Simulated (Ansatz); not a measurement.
Computed with Ansatz on PBE0-D4/def2-TZVP structures; ΔE is electronic, products minus reactants. CCSD(T)/CBS is the MP2 limit (def2-TZVPP, def2-QZVPP) plus CCSD(T) − MP2 in def2-TZVPP, frozen cores. Functionals use def2-TZVPP. B3LYP here is the variant with VWN-RPA as its local correlation; programs differ in this. Elements past krypton have def2 core potentials. For Nb, Zr outer-core shells are correlated without core-valence functions, which leaves a few kJ/mol of doubt a bond. Each species was taken in one conformer, which may not be the lowest.

`[CH3][Zr]([OH])([Cl])[Cl]` + `C[O][Nb]([NH2])(=[S])[Cl]` → `C[O][Zr]([CH3])([OH])[Cl]` + `[NH2][Nb](=[S])([Cl])[Cl]`  (redistribution)

```
             level  ΔE (kJ/mol)
          B3LYP-D4          7.4
            B2PLYP          2.8
     HF/def2-TZVPP         16.5
SCS-MP2/def2-TZVPP         -2.8
   CCSD/def2-TZVPP          6.6
    MP2/def2-QZVPP         -5.1
      HF/CBS(def2)         16.0
    CCSD/CBS(def2)          7.7
```

(1) What does CCSD(T)/CBS give? (Estimate.)

Largest T1 diagnostic among the species: 0.023, so the coupled-cluster value is less sure than usual.

Results:

(1) The calculation gave: +5.8 kJ/mol. The listed levels differ from it by 1.6, -3.0, 10.7, -8.6, 0.8, -10.9, 10.2, 1.9 kJ/mol.

In def2-TZVPP, CCSD(T) changes the Hartree–Fock value by −11.9 kJ/mol (the triples alone add −2.0 kJ/mol) and MP2 by −22.0 kJ/mol.

CCSD(T)/CBS has its own doubt, a few kJ/mol and more with outer-core shells, so smaller differences from it don't rank the levels.
